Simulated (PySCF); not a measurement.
Compound: C2H9BN2.
Atom-mapped SMILES: `[CH3:1][NH:2][B:3]([CH3:4])[NH2:5]` (hydrogens: H6, H7, H8 on C1; H9 on N2; H10, H11, H12 on C4; H13, H14 on N5)

The calculation used PBE0-D3(BJ)/def2-SVP geometry optimisation, gas phase in PySCF.

(1) List the bond lengths, angles and torsions at this level.

Results:

(1) 
```
                  bond  length (Å)
                 C1–N2       1.435
                 N2–B3       1.422
                 B3–C4       1.588
                 B3–N5       1.420
   C1–H6, C1–H7, C1–H8       1.104
                 N2–H9       1.013
C4–H10, C4–H11, C4–H12       1.102
        N5–H13, N5–H14       1.010
```

Bonds in one row agree within 0.01 Å and their mean is given. A selection of angles:
```
     angle  degrees
  N2–C1–H6    112.6
  N2–C1–H7    110.0
  H6–C1–H7    106.9
  C1–N2–B3    127.6
  C1–N2–H9    113.8
  B3–N2–H9    118.6
  N2–B3–C4    120.9
  N2–B3–N5    119.7
  C4–B3–N5    119.4
 B3–C4–H10    111.3
H10–C4–H11    106.6
 B3–N5–H13    124.4
 B3–N5–H14    122.1
H13–N5–H14    113.5
```

Dihedral angles: C1–N2–B3–C4 -1° (synperiplanar). The mirror-image conformer, all signs reversed, is as good.

N2 (boron-bound nitrogen) is planar (angles 127.6°, 118.6° and 113.8°, sum 360.0°, 0.01 Å off the plane of its three neighbours). The 5 heavy atoms lie in one plane (0.007 Å rms). B3 (three-coordinate boron) is planar (angles 120.9°, 119.7° and 119.4°, sum 360.0°, 0.00 Å off the plane of its three neighbours). Of the pairs four or more bonds apart, C4···H7 is among the closest relative to their van der Waals radii: 2.62 Å, 90 % of the sum of Bondi's values. N5 (boron-bound nitrogen) is planar (angles 124.4°, 122.1° and 113.5°, sum 360.0°, 0.00 Å off the plane of its three neighbours).

Point group: near Cs, missed by 0.08 Å at most; the miss may be what the optimiser left on a soft mode. PBE0-D3(BJ)/def2-SVP frequencies: not computed here. One conformer, not necessarily the lowest.

Hardware: one thread, Arm Neoverse V1 (aarch64), no GPU, shared host. Cost: 46 s of wall time, 0.48 GiB resident at most. That covers the optimisation of the geometry.
